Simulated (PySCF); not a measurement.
# How methods differ on the excitation energy of Yb

Yb [Xe] 4f14 6s2 (1S) → Yb [Xe] 4f13 5d1 6s2 (high-spin determinant), as a difference of total energies. Computed with PySCF 2.14 in x2c-TZVPPall, with the spin-free X2C one-electron Hamiltonian (Gaussian nucleus). Correlated levels: valence: [Kr] 4d10 frozen; valence and next inner shell: [Ar] 3d10 frozen. The calculations carry no spin-orbit coupling.

| method | excitation energy (cm⁻¹) |
| --- | --- |
| UHF | 730.80 |
| LDA | 36824 |
| PBE | 33165 |
| PBE0 | 25898 |
| r2SCAN | 25979 |
| MP2 (valence) | 41950 |
| SCS-MP2 (valence) | 35994 |
| MP2 (valence and next inner shell) | 45905 |
| SCS-MP2 (valence and next inner shell) | 38938 |

A first-order spin-orbit estimate (lowest level to lowest level, LS coupling) adds -0.463 eV.

The determinant of the upper state mixes LS terms, which raises its energy above the lowest term, most at the Hartree-Fock and MP2 levels.
